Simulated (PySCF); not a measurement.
Deuteron quadrupole couplings in `C#CC(=O)O[Si@H](C)OC`

Compound: C5H8O3Si.
Cartesian coordinates in Å at the GFN2-xTB level; atoms count from 1:
```
atom  x, y, z in Å
C1     3.609   -1.787    0.826
C2     2.801   -1.058    0.320
C3     1.849   -0.165   -0.300
O4     2.149    0.665   -1.117
O5     0.619   -0.375    0.141
Si6   -0.725    0.512   -0.324
C7    -0.512    2.349    0.045
O8    -1.897    0.026    0.674
C9    -2.368   -1.267    0.938
H10    4.317   -2.425    1.270
H11   -0.961    0.156   -1.721
H12    0.355    2.738   -0.478
H13   -1.377    2.920   -0.271
H14   -0.369    2.525    1.108
H15   -2.938   -1.644    0.085
H16   -3.019   -1.210    1.811
H17   -1.542   -1.949    1.142
```

Level: PBE0/pcSseg-1 (PySCF, non-relativistic); Q(2H) = 0.00286 b; rigid geometry, the same for H and D, with no vibrational averaging.

Question: Rank these positions by the coupling χzz of a deuteron there, largest first.
A. H10 (alkyne hydrogen)
B. H13 (methyl hydrogen)
C. H11 (Si–H hydrogen)
D. H16 (methyl hydrogen)
E. H14 (methyl hydrogen)

Answer: A (261 kHz), B (221 kHz), E (217 kHz), D (203 kHz), C (107 kHz).

What are Vzz, η and χzz (234.96 MHz × Q × Vzz) at all hydrogens?

```tsv
atom	bonded to	bond length (Å)	Vzz (au)	η	χzz (kHz)
H10	C1	1.051	0.3886	0.02	261
H11	Si6	1.461	0.1587	0.01	107
H12	C7	1.085	0.3225	0.01	217
H13	C7	1.084	0.3292	0.01	221
H14	C7	1.087	0.3227	0.01	217
H15	C9	1.092	0.2979	0.08	200
H16	C9	1.090	0.3017	0.07	203
H17	C9	1.091	0.2967	0.08	199
```

Average by the element that carries the hydrogen.

on C: 217 kHz over 7 positions, mean bond length 1.083 Å; on Si: 107 kHz over 1 position, mean bond length 1.461 Å.

How does χzz go with the bond length over the 7 C–H bonds?

A straight-line fit has a slope of -14.5 kHz for each 0.01 Å, with a correlation coefficient of -0.98, over lengths from 1.051 to 1.092 Å. The longer bonds have the smaller couplings here.

Geometry: GFN2-xTB, one conformer, isolated molecule. GFN2-xTB bond lengths can be off by several hundredths of an ångström, more for odd bonds, and the gradients follow them. A larger basis could move these couplings by a tenth or more.
